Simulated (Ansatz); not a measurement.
Computed with Ansatz on PBE0-D4/def2-TZVP structures; ΔE is electronic, products minus reactants. CCSD(T)/CBS adds triple-zeta CCSD(T) − MP2 to the extrapolated MP2 energy (def2 sets, frozen cores). This one scheme is used for every species, atoms too. Functionals use def2-TZVPP. Open shells (•) are unrestricted, without spin–orbit coupling. Spin–orbit coupling would lower the free atoms: a little for F; strongly for Sn. def2 core potentials past Kr. For Sn outer-core shells are correlated without core-valence functions, so the limit isn't a true one: a few kJ/mol of doubt a bond, and 10 to 20 or more in all where bonds break to atoms.

Consider the atomization: `[F][SnH2][F]` → 2 F• + 2 H• + Sn•.

```csv
level,ΔE (kcal/mol)
revPBE-D4,332.3
ωB97M-V,339.5
r2SCAN,339.9
CCSD/CBS(def2),340.5
```

Problem. What does CCSD(T)/CBS give? (Best estimate.)

Solution. Ansatz gave: +346.9 kcal/mol. The listed levels differ from it by -14.6, -7.4, -7.0, -6.4 kcal/mol.

Largest T1 diagnostic among the species: 0.014.

The D4 term adds +2.5 kcal/mol with B3LYP and +1.3 kcal/mol with PBE0; it sums over pairs of atoms, weighted by their polarisabilities, and B3LYP, whose exchange is more repulsive, gets the larger term. From BLYP to BHLYP (50 % exact exchange), in def2-TZVPP and without D4, ΔE moves by −18.1 kcal/mol: exact exchange takes away binding that semilocal exchange gives to molecules. Leaving LDA and LC-ωPBE aside and taking each functional with its dispersion term where it has one, the values, not all of them listed here, spread over 27.2 kcal/mol, from BHLYP-D4 to B97M-V. LDA lies +54.8 kcal/mol from PBE without D4, its usual overbinding.

B3LYP here is the variant with VWN-RPA as its local correlation; programs differ in this.

For atomizations the MP2-based limit and the directly extrapolated one differ by several kJ/mol either way, and by 10 to 25 for some Ge, Se and Sn compounds, so smaller differences from it don't rank the levels.
